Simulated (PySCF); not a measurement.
H9Si4, SMILES [SiH3][Si]([SiH3])[SiH3], multiplicity 2. Atoms are numbered in the order given.

```xyz
13

Si    -1.9751    -1.1403     0.0910
Si     0.0000     0.0000    -0.3994
Si     0.0000     2.2807     0.0910
Si     1.9751    -1.1403     0.0910
H     -3.1415    -0.4077    -0.4898
H     -2.1842    -1.2611     1.5694
H     -1.9239    -2.5168    -0.4898
H     -1.2177     2.9245    -0.4898
H      1.2177     2.9245    -0.4898
H      0.0000     2.5222     1.5694
H      2.1842    -1.2611     1.5694
H      3.1415    -0.4077    -0.4898
H      1.9239    -2.5168    -0.4898
```
Charge 0, spin multiplicity 2.

Coordinates come from a r2SCAN-D4/def2-SVP optimisation. The isomer is the one that the SMILES or the coordinates give; other isomers of the formula were not compared.

Calculation: CAM-B3LYP/def2-TZVP run with PySCF.

The molecule is in vacuum.

Computed frontier levels, dipole moment and polarisability:
The α spin, highest occupied and lowest empty level is -7.20 and 0.72 eV, the β spin, highest occupied and lowest empty level comes out as -9.26 and -2.01 eV and the dipole moment comes out as 0.08 D. The quadrupole, principal values (traceless, Buckingham form, about the centre of nuclear charge) is -0.39, -0.39, 0.77 D·Å and the mean static polarisability is 122.3 bohr³ (18.12 Å³). The polarisability, principal values is 93.9, 136.4, 136.4 bohr³. The ⟨S²⟩ is 0.755 (pure state 0.75).
